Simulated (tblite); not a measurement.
Species: C₆H₁₀FN.
SMILES with atom numbers: `[F:1][C@@H:2]1[CH2:3][CH2:4][C@H:5]1[N:6]1[CH2:7][CH2:8]1` (hydrogens: H9 on C2; H10, H11 on C3; H12, H13 on C4; H14 on C5; H15, H16 on C7; H17, H18 on C8)

Computed geometry: GFN2-xTB, gas phase.

(1) What internal coordinates does the optimisation give?

## Answers

(1) 
| bond | length (Å) | order |
| --- | --- | --- |
| F1–C2 | 1.374 | single |
| C2–C3 | 1.531 | single |
| C3–C4 | 1.537 | single |
| C4–C5 | 1.542 | single |
| C5–N6 | 1.435 | single |
| N6–C7, N6–C8 | 1.442 | single |
| C7–C8 | 1.478 | single |
| C2–C5 | 1.537 | single |
| C2–H9 | 1.092 | single |
| C3–H10 | 1.087 | single |
| C3–H11 | 1.088 | single |
| C4–H12 | 1.087 | single |
| C4–H13 | 1.087 | single |
| C5–H14 | 1.102 | single |
| C7–H15, C8–H18 | 1.083 | single |
| C7–H16, C8–H17 | 1.083 | single |

Bonds in one row agree within 0.01 Å and their mean is given. Orders are formal, as drawn. A selection of angles:
| angle | degrees |
| --- | --- |
| F1–C2–C3 | 115.5 |
| F1–C2–C5 | 115.2 |
| C3–C2–C5 | 89.9 |
| C2–C3–C4 | 89.1 |
| C3–C4–C5 | 89.5 |
| C4–C5–N6 | 115.2 |
| C2–C5–C4 | 88.7 |
| C2–C5–N6 | 114.6 |
| C5–N6–C7 | 118.0 |
| C7–N6–C8 | 61.7 |
| N6–C7–C8 | 59.1 |

Dihedral angles: F1–C2–C3–C4 -131° (anticlinal); C2–C3–C4–C5 13° (synperiplanar); C3–C4–C5–N6 -129° (anticlinal); C4–C5–N6–C7 -169° (antiperiplanar); C5–N6–C7–C8 109° (anticlinal); F1–C2–C5–C4 131° (anticlinal); C5–N6–C8–C7 -108° (anticlinal).

N6 (tertiary amine nitrogen) is pyramidal (angles 118.2°, 118.0° and 61.7°, sum 297.8°, 0.63 Å off the plane of its three neighbours). Of the pairs four or more bonds apart, H14···H17 is among the closest relative to their van der Waals radii: 2.43 Å, 101 % of the sum of Bondi's values. The 3-membered ring N6–C7–C8 has internal angles of 59.1° to 61.7°. The 5 C–C bonds span 1.478 Å (C7–C8, drawn single) to 1.542 Å (C4–C5, drawn single), a spread of 0.064 Å. The 4-membered ring C2–C3–C4–C5 has internal angles of 88.7° to 89.9° (sum 357°, against 360° for a flat polygon); it is puckered, 0.09 Å rms from its mean plane, widest ring torsion 13°.

Point group: C1 (no symmetry element, even within 0.4 Å). Its GFN2-xTB frequencies are all real (lowest 49 cm⁻¹). One conformer, not necessarily the lowest.

Time: 0.31 s. Hardware: one thread, Arm Neoverse V1 (aarch64), on a shared host. This is the geometry optimisation.
